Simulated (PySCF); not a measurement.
This PySCF input asks for the NMR shieldings of SMILES CC1([SiH](F)F)CC(=S)C1, C5H8F2SSi; the geometry comes from GFN2-xTB.

```python
import basis_set_exchange as bse
import numpy as np
from pyscf import gto, dft
from pyscf.prop import nmr

atoms = """
C    -0.727394   -1.536664   -0.039908
C    -0.193840   -0.107109   -0.038789
Si   -1.582204    1.181060   -0.145442
F    -0.939568    2.642075   -0.052786
F    -2.459263    1.116170    1.189582
C     0.968467    0.075208   -1.052627
C     1.921002    0.178545    0.096794
S     3.525531    0.264042    0.198801
C     0.826040    0.130691    1.113243
H    -1.249354   -1.751240   -0.970510
H     0.088794   -2.249581    0.068426
H    -1.423395   -1.684616    0.783050
H    -2.460783    1.139280   -1.287391
H     0.929946    0.983078   -1.655758
H     1.149129   -0.766345   -1.721577
H     0.907722   -0.671863    1.846465
H     0.712171    1.069298    1.658515
"""
names = dict.fromkeys(["C", "Si", "F", "S", "H"], "pcSseg-1")
basis = {el: gto.basis.parse(bse.get_basis(n, elements=[el], fmt="nwchem")) for el, n in names.items()}
mol = gto.M(atom=atoms, basis=basis, charge=0, verbose=0)
mf = dft.RKS(mol, xc="PBE0")
mf.grids.level = 2
mf.grids.alignment = dft.numint.BLKSIZE   # the property module wants whole blocks of grid points
mf.conv_tol = 1e-9
mf.kernel()

calc = nmr.RKS(mf)   # GIAO
C = mf.mo_coeff
Co = C[:, mf.mo_occ > 0]
resp = mf.gen_response(singlet=True, hermi=2)
def vind(x):   # induced exchange potential for any number of trial vectors
    d = np.einsum("pi,xij,qj->xpq", C, 2 * x.reshape(-1, C.shape[1], Co.shape[1]), Co, optimize=True)
    return np.einsum("xpq,pi,qj->xij", resp(d - d.transpose(0, 2, 1)), C, Co, optimize=True).ravel()
mo1, _ = nmr.rhf.solve_mo1(calc, with_cphf=vind)
sigma = calc.kernel(mo1)
for i, s in enumerate(sigma):   # ppm
    print("%2d %-2s %9.2f" % (i, mol.atom_pure_symbol(i), np.trace(s) / 3))
```

**Question.** Give the expected output.

**Answer.** 
```
 0 C     163.73
 1 C     164.80
 2 Si    358.32
 3 F     340.00
 4 F     338.90
 5 C     128.21
 6 C     -93.38
 7 S    -503.55
 8 C     126.04
 9 H      30.37
10 H      30.38
11 H      30.16
12 H      26.70
13 H      28.28
14 H      29.01
15 H      28.81
16 H      27.92
```

These numbers come from an equivalent density-fitted implementation of the same equations, which agrees with the script to about 0.01 ppm for H and up to a few tenths of a ppm for heavy atoms, so last digits may differ.

**Question.** Turn these shieldings into chemical shifts. References, each an isolated molecule treated in the same way: $^{13}$C (σref 186.93), $^{29}$Si (σref 349.16), $^{1}$H (σref 31.72) vs TMS; CFCl3 for $^{19}$F (σref 170.95); $^{33}$S (σref 503.73) vs CS2.

**Answer.** Averaging equivalent atoms: C 6: 280.3; C 5/8: 59.8; C 0: 23.2; C 1: 22.1; Si 2: -9.2; F 3/4: -168.5; S 7: 1007; H 12: 5.02; H 13/16: 3.62; H 14/15: 2.81; H 9/10/11: 1.41 ppm. Unscaled 19F shifts against computed CFCl3 carry errors that often reach 10 to 50 ppm.

Size and cost of the density-fitted run: 207 basis functions, 80 s wall time on 1 thread of an Arm Neoverse N1, shared host; peak memory 0.93 GiB.
